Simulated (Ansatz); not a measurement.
Calculated with Ansatz (gas phase, PBE0-D4/def2-TZVP geometries, no zero-point term in ΔE). CCSD(T)/CBS adds triple-zeta CCSD(T) − MP2 to the extrapolated MP2 energy (def2 sets, frozen cores). This one scheme is used for every species, atoms too. Functionals use def2-TZVPP. B3LYP here is the variant with VWN-RPA as its local correlation; programs differ in this. No spin–orbit coupling; open shells (•) take unrestricted orbitals. Spin–orbit coupling would lower the free atoms: a little for Al, C, F; clearly for Ge. For Ge outer-core shells are correlated without core-valence functions, so the limit isn't a true one: a few kJ/mol of doubt a bond, and 10 to 20 or more in all where bonds break to atoms. Scalar relativity is left out up to krypton. One conformer a species, not always the lowest.

Reaction (atomization): `F[CH2][AlH][GeH3]` → Al• + C• + F• + Ge• + 6 H•

Question: What is ΔE at CCSD(T)/CBS? (Best estimate.)

Answer: The calculation gave: +709.9 kcal/mol.

Question: What do these levels give: PBE-D4, r2SCAN-D4, PBE0, B3LYP, SCS-MP2/def2-TZVPP, CCSD(T)/def2-TZVPP? (An estimate is asked.)

Answer: Ansatz gave: PBE-D4 710.1, r2SCAN-D4 709.8, PBE0 698.1, B3LYP 698.3, SCS-MP2/def2-TZVPP 695.4, CCSD(T)/def2-TZVPP 693.8 kcal/mol.

Largest T1 diagnostic among the species: 0.018.

The D4 term adds +6.4 kcal/mol with B3LYP and +3.4 kcal/mol with PBE0; it sums over pairs of atoms, weighted by their polarisabilities, and B3LYP, whose exchange is more repulsive, gets the larger term. In def2-TZVPP, CCSD(T) changes the Hartree–Fock value by +175.7 kcal/mol (the triples alone add +8.4 kcal/mol) and MP2 by +176.3 kcal/mol; breaking electron pairs costs correlation energy, which Hartree–Fock lacks. From PBE to PBE0 (25 % exact exchange), in def2-TZVPP and without D4, ΔE moves by −8.1 kcal/mol: exact exchange takes away binding that semilocal exchange gives to molecules.

For atomizations the MP2-based limit and the directly extrapolated one differ by several kJ/mol either way, and by 10 to 25 for some Ge, Se and Sn compounds, so smaller differences from it don't rank the levels.
